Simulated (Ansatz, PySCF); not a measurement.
Gas-phase reaction (SMILES): C[Si](C)(P)P → C[Si](C)P + [PH2] (PH2); the P-Si bond at the site shown breaks (other sites are not compared here).

Each molecule is optimised on its own at B3LYP-D3(BJ)/def2-TZVP (Ansatz, an electronic-structure program), one conformer each, not searched for the lowest. Valence correlation only, unless marked. Open shells are spin-unrestricted. No spin-orbit coupling. No relativistic terms. CBS marks a two-point X^-3 extrapolation of the correlation energy; Hartree-Fock from the larger set. Thermal terms are rigid-rotor harmonic-oscillator values from B3LYP-D3(BJ) frequencies (PySCF) at 298.15 K and 1 atm. 1 Eh = 627.5095 kcal/mol. Electronic entropy comes from spin alone.

```tsv
species	E, CCSD(T)/CBS(cc-pV(T+d)Z,cc-pV(Q+d)Z) (Ansatz) (Eh)	E, PBE0-D4/def2-TZVPD (Ansatz + dftd4) (Eh)	H - E (Eh)	G - E (Eh)
C[Si](C)(P)P	-1053.09578	-1054.05603	0.12089	0.07478
C[Si](C)P	-710.89517	-711.55535	0.09940	0.05819
[PH2] (PH2)	-342.07747	-342.38163	0.01716	-0.00697
```

Task: Work out ΔE and ΔH, ΔG, ΔS and the equilibrium constant at 298.15 K at the first level, then ΔH at the second.

Result: 
1. ΔE = [(-710.89517) + (-342.07747)] - [(-1053.09578)] = 0.12314 Eh = 77.3 kcal/mol at CCSD(T)/CBS(cc-pV(T+d)Z,cc-pV(Q+d)Z).
2. The terms H - E add up to -0.00433 Eh, so ΔH = (0.12314 + (-0.00433))×627.5095 = 74.6 kcal/mol.
3. The terms G - E add up to -0.02356 Eh, so ΔG = 62.5 kcal/mol, and ΔS = (-0.00433 - (-0.02356))×627509.5/298.15 = 40.5 cal/(mol K).
4. log10 K = -ΔG/(RT ln 10) = -45.8, with RT ln 10 = 1.3642 kcal/mol.
5. With ΔH and ΔS taken as constant, ΔG changes sign near ΔH/ΔS = 1840 K, a rough figure that leaves out heat capacities.
6. At PBE0-D4/def2-TZVPD the same steps give ΔE = 74.7 and ΔH = 72.0 kcal/mol, a shift of -2.6 from the first level.
7. These values are not checked against measurement here, since the tables used lack a sound gas-phase enthalpy of formation for at least one species.
